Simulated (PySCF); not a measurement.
trans-(1R,2R)-1-ethenyl-2-methylcyclopropane (C6H10), SMILES C1[C@H](C=C)[C@@H]1C. Atoms are numbered in the order given.

```xyz
16

C      1.9044    -0.9915     0.3364
C      1.1348    -0.0702     0.9253
C      0.2293     0.8975     0.2540
C     -0.1248     0.8189    -1.2094
C     -1.1830     0.5107    -0.1842
C     -1.7119    -0.8939    -0.0163
H      1.9496    -1.0971    -0.7514
H      2.5242    -1.6729     0.9250
H      1.1462    -0.0037     2.0209
H      0.2968     1.9088     0.6719
H      0.2693    -0.0233    -1.7854
H     -0.1863     1.7529    -1.7743
H     -1.9323     1.2943    -0.0245
H     -2.1569    -1.0373     0.9823
H     -0.9121    -1.6400    -0.1336
H     -2.4911    -1.1106    -0.7656
```
Charge 0, spin multiplicity 1.

The structure is a stationary point at B3LYP-D3(BJ)/def2-SVP. Other conformers were not sampled.

Two levels are set side by side: PBE/pcSseg-1 (PySCF) and HF/pcSseg-1 (PySCF). GIAO shifts against TMS (¹H), TMS (¹³C) at the same level; non-relativistic, no solvent, atoms listed together averaged. Differences are taken from unrounded values.

| quantity | HF | PBE | PBE minus HF |
|---|---|---|---|
| δ(¹³C) of C1 (ppm) | 124.7 | 121.6 | -3.1 |
| δ(¹³C) of C2 (ppm) | 147.1 | 146.0 | -1.1 |
| δ(¹³C) of C3 (ppm) | 16.2 | 27.6 | 11.4 |
| δ(¹³C) of C4 (ppm) | 6.8 | 11.7 | 4.9 |
| δ(¹³C) of C5 (ppm) | 11.4 | 21.9 | 10.5 |
| δ(¹³C) of C6 (ppm) | 15.3 | 16.5 | 1.3 |
| δ(¹H) of H9 (ppm) | 6.49 | 6.64 | 0.16 |
| δ(¹H) of H10 (ppm) | 1.33 | 1.88 | 0.54 |
| δ(¹H) of H13 (ppm) | 0.86 | 1.30 | 0.44 |

Rough cost on one machine, each run with all the roots and properties that it gave: HF against PBE within a factor of 2.
